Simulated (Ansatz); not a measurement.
`C[CH2][AlH][AlH2]` + `CC(C)N` → `CC(C)[NH][AlH2]` + `C[CH2][AlH2]`  (cleavage of the Al–Al bond)

Program: Ansatz. Geometries: PBE0-D4/def2-TZVP. ΔE: electronic, gas phase. CBS: MP2 limit from def2 TZ/QZ plus the TZ coupled-cluster correction, frozen cores. Functionals use def2-TZVPP. Each species was taken in one conformer, which may not be the lowest.

`C[CH2][AlH][AlH2]`:

Cartesian coordinates in Å:
```
C 1.570 -0.302 0.567
C 0.678 -1.179 -0.307
Al -1.100 -0.463 -0.757
Al -1.902 1.854 0.099
H 1.773 0.664 0.096
H 2.539 -0.766 0.775
H 1.104 -0.091 1.535
H 1.181 -1.415 -1.255
H 0.520 -2.159 0.165
H -2.034 -1.379 -1.680
H -2.683 2.034 1.481
H -1.647 3.204 -0.718
```

`CC(C)N`:

```xyz
13

C    -0.052    1.265   -0.570
C    -0.285   -0.171   -0.140
C     1.019   -0.942   -0.054
N    -0.921   -0.173    1.173
H    -0.995    1.817   -0.633
H     0.589    1.775    0.155
H     0.425    1.307   -1.551
H    -0.913   -0.655   -0.907
H     1.527   -0.961   -1.021
H     0.846   -1.977    0.254
H     1.682   -0.478    0.681
H    -1.809    0.314    1.138
H    -1.113   -1.121    1.474
```

`CC(C)[NH][AlH2]`:

Z-matrix (Å, degrees):
```
C
C 1 1.523
H 1 1.095 2 110.4
H 1 1.092 2 110.7 3 -119.5
H 1 1.093 2 111.4 3 119.7
C 2 1.523 1 111.0 3 -62.6
N 2 1.453 1 111.4 3 62.2
H 2 1.097 1 108.0 3 179.2
H 6 1.092 2 110.7 1 -178.0
H 6 1.095 2 110.4 1 62.5
H 6 1.093 2 111.3 1 -57.1
Al 7 1.768 2 128.7 1 117.5
H 7 1.012 2 111.3 1 -62.4
H 12 1.585 7 117.4 2 0.0
H 12 1.584 7 117.8 2 -180.0
```

`C[CH2][AlH2]`:

Cartesian coordinates in Å:
```
C -0.621 -1.160 -0.212
C -0.537 0.331 0.109
Al 1.252 1.127 0.161
H -1.653 -1.524 -0.221
H -0.073 -1.762 0.517
H -0.191 -1.387 -1.192
H -1.013 0.541 1.077
H -1.131 0.912 -0.609
H 1.419 2.678 0.478
H 2.549 0.244 -0.109
```

CCSD(T)/CBS gives -96.7 kJ/mol.

Q: Another level gave -83.3 kJ/mol. Which?
A. r2SCAN-D4/def2-TZVPP
B. PBE-D4/def2-TZVPP
C. B97M-V/def2-TZVPP
D. revPBE/def2-TZVPP

A: B. PBE-D4 -83.3, r2SCAN-D4 -98.1, B97M-V -109.5, revPBE -77.5 kJ/mol.

Q: What do rigid-rotor, harmonic-oscillator terms from PBE0-D4/def2-TZVP frequencies (298.15 K, 1 bar) make of the CCSD(T)/CBS value? (Estimate.)

A: The calculation gave: ΔZPE = -9.8 kJ/mol, ΔH = -107.5 kJ/mol, ΔS = -13 J/(mol·K), ΔG = -103.8 kJ/mol.

Largest T1 diagnostic among the species: 0.011.

At CCSD(T), def2-SVP lies −9.8 kJ/mol from the extrapolated value and def2-TZVPP +0.6 kJ/mol. The D4 term adds −4.4 kJ/mol with B3LYP and −2.3 kJ/mol with PBE0; it sums over pairs of atoms, weighted by their polarisabilities, and B3LYP, whose exchange is more repulsive, gets the larger term.

B3LYP here is the variant with VWN-RPA as its local correlation; programs differ in this.
